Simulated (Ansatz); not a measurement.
CoPt₂, relaxed as a doublet with UKS PBE0-D4/def2-TZVP in Ansatz, starting from the GFN2-xTB geometry. Force threshold 0.02 eV/Å.

In the def2 sets Pt takes a core potential; there is no spin–orbit coupling. The charge 0 doublet is spin-contaminated (final ⟨S²⟩ up to 1.77, 0.75 for a pure state). The relaxation made no stability test and no search for a lower SCF solution. At PBE0-D4/def2-TZVP a quartet of charge 0 lies 0.54 eV below the doublet, each at its own geometry. The structure comes from a short search, and lower isomers may exist.

Start:

```xyz
3

Pt   -1.2161   -0.7100    0.1833
Pt    0.8162   -0.0404   -1.1639
Co    0.3999    0.7504    0.9806
```

```
step  energy (eV)  largest force component (eV/Å)  SCF passes
   1  -44114.9248                           0.937         228
   2  -44114.9701                           0.429         107
   3  -44114.9772                           0.295         141
   4  -44114.9826                           0.022         157
   5  -44114.9827                           0.001         103
```

Force components are those of the run's own axes.

End:

```xyz
3

Pt   -1.2115   -0.7291    0.1388
Pt    0.7846   -0.0704   -1.1823
Co    0.4269    0.7995    1.0435
```

By distances, no bond broke or formed. The bond that changes most is Pt1–Co3, from 2.32 to 2.42 Å (atoms count from 1).

No frequencies were taken in this run, so the end may be a saddle point.

Run time 52 s (4 threads of Arm Neoverse V2 on a shared host).
